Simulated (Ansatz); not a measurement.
Start from `F[SiH]([SiH3])[GeH3]` and change one atom or group to get `N[SiH2][SiH](F)[SiH3]`.

Ansatz, PBE0-D4/def2-TZVP geometries, multiplicity 1. Each molecule was computed in one conformer, which needn't be the lowest.

Scalar relativity is left out up to krypton.

| property | `F[SiH]([SiH3])[GeH3]` |
| --- | --- |
| HOMO energy (PBE0/def2-TZVPP) / eV | -7.88 |
| HOMO–LUMO gap (PBE0/def2-TZVPP) / eV | 6.97 |
| size of the dipole moment (ωB97M-V/def2-TZVPP) / D | 1.08 |
| HOMO energy (ωB97M-V/def2-TZVPP) / eV | -9.84 |
| LUMO energy (PBE0/def2-TZVPP) / eV | -0.91 |
| HOMO energy (PBE/def2-TZVPP) / eV | -6.79 |

Q: Give the same properties after the change, and the shifts. (Estimate.)

A: Computed: 
| property | `N[SiH2][SiH](F)[SiH3]` | shift |
| --- | --- | --- |
| HOMO energy (PBE0/def2-TZVPP) / eV | -6.97 | 0.91 |
| HOMO–LUMO gap (PBE0/def2-TZVPP) / eV | 6.03 | -0.94 |
| size of the dipole moment (ωB97M-V/def2-TZVPP) / D | 1.29 | 0.21 |
| HOMO energy (ωB97M-V/def2-TZVPP) / eV | -9.02 | 0.82 |
| LUMO energy (PBE0/def2-TZVPP) / eV | -0.94 | -0.03 |
| HOMO energy (PBE/def2-TZVPP) / eV | -5.77 | 1.02 |

Dipoles are sizes alone; their direction can turn.

Positive LUMOs are unbound, so they and the gaps depend on the basis.
